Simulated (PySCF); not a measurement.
## MoF₂ + O₂ → MoO₂ + F₂

Level: PBE0 in the def2-TZVP basis family, computed in PySCF with density fitting; scalar-relativistic core potentials for atoms from Rb on, none lighter, no spin–orbit coupling; open shells unrestricted.

```json
{"species": "MoF₂", "state and structure": "quintet, C2v, Mo–F 1.868 Å (×2); F–Mo–F 134.2°", "E (Eh)": "-267.81612", "ZPE (kJ/mol)": "8.8", "H(298 K) − H(0) (kJ/mol)": "12.3", "S° (J/(mol K))": "292.0"}
{"species": "O₂", "state and structure": "triplet, D∞h, O–O 1.193 Å", "E (Eh)": "-150.23561", "ZPE (kJ/mol)": "10.3", "H(298 K) − H(0) (kJ/mol)": "8.7", "S° (J/(mol K))": "204.9"}
{"species": "MoO₂", "state and structure": "triplet, C2v, Mo–O 1.683 Å (×2); O–Mo–O 114.5°", "E (Eh)": "-218.55623", "ZPE (kJ/mol)": "13.9", "H(298 K) − H(0) (kJ/mol)": "11.2", "S° (J/(mol K))": "276.1"}
{"species": "F₂", "state and structure": "singlet, D∞h, F–F 1.376 Å", "E (Eh)": "-199.40856", "ZPE (kJ/mol)": "6.6", "H(298 K) − H(0) (kJ/mol)": "8.7", "S° (J/(mol K))": "201.9"}
```

Problem. What is the electronic reaction energy?

Solution. At PBE0/def2-TZVP, ΔE = 228.3 kJ/mol from the differences of the total energies times 2625.5, uphill. 

Problem. Add zero-point, thermal and entropy terms for 298.15 K and 1 bar.

Solution. ΔZPE = 1.4 and Δ[H(298) − H(0)] = -1.1 kJ/mol give ΔH° = 228.6 kJ/mol. ΔS° = -18.9 J/(mol K), so ΔG° = 228.6 − 298.15 × (-0.0189) = 234 kJ/mol.

Open d or f shells are single determinants, so the state found may not be the ground state. Only the bonding shown was studied: isomers, or loss of a ligand pair, can lie lower.
